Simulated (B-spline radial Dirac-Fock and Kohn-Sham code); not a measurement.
**Kohn-Sham estimates against Dirac-Fock for the levels of Sn²⁺**

System: tin as Sn²⁺ in the configuration 1s2 2s2 2p6 3s2 3p6 3d10 4s2 4p6 4d10 5s1 5p1 (an excited configuration).

The density-functional columns are spherical, spin-unpolarised Dirac-Kohn-Sham results without Breit or QED terms: −ε is minus the orbital energy of the initial state and ΔSCF the difference of two total energies. The reference in the last column comes from ΔSCF Dirac-Fock with Breit, self-energy and vacuum polarisation, finite nucleus, configuration average. All numbers are from a radial B-spline solver, in eV; a selection of levels is shown. The Kohn-Sham columns are given as differences from the reference. For the 1s level of heavy atoms much of the gap between ΔSCF and the reference is the Breit and QED part, -96.0 eV here; for other levels the error of the functional can be larger.

```
     level  LDA −ε − DF  LDA ΔSCF − DF  Dirac-Fock
    K (1s)       -249.6          +86.8     29228.2
   L1 (2s)       -109.6          -49.9      4500.3
L2 (2p1/2)        -81.1           -6.8      4186.1
L3 (2p3/2)        -83.9          -14.0      3958.5
   M1 (3s)        -53.9          -33.2       916.1
M2 (3p1/2)        -42.4          -21.2       788.4
M3 (3p3/2)        -42.0          -21.4       745.9
M4 (3d3/2)        -24.6           -2.0       522.1
M5 (3d5/2)        -24.9           -2.5       513.7
N2 (4p1/2)        -16.6           -7.0       130.5
N3 (4p3/2)        -16.7           -7.3       122.9
N4 (4d3/2)         -6.9           +1.5       52.33
N5 (4d5/2)         -6.9           +1.4       51.29
   O1 (5s)         -3.1           +1.8       30.50
 O2,3 (5p)         -2.8           +1.3       21.73
```

Values without a named source are computed, but for edge energies of neutral atoms, which are taken from tables.
